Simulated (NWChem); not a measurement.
System: C2HCl2F; SMILES FC=C(Cl)Cl

Input file for NWChem:

```
start job
memory heap 200 mb stack 900 mb global 1100 mb
geometry units angstroms noautoz
  F      0.881831     2.125801     0.000000
  C      1.124483     0.812526     0.000000
  C      0.137774    -0.085350     0.000000
  Cl    -1.530144     0.373117     0.000000
  Cl     0.492660    -1.786456     0.000000
  H      2.176177     0.550129     0.000000
end
basis spherical
  * library def2-svp
end
dft
  xc becke97-d
  disp vdw 2
  iterations 150
  mulliken
end
task dft energy
```

All runs use the structure optimised with B3LYP/6-31G* (spherical d).

Q: Predict the main results of this run. (B97-D/def2-SVP.) Quantities: energy (Ha); highest occupied level (eV); orbital gap (eV); dipole (D).

A: 
| Quantity | Result |
|---|---|
| energy (Ha) | -1096.54 |
| highest occupied level (eV) | -6.02 |
| orbital gap (eV) | 4.92 |
| dipole (D) | 1.06 |
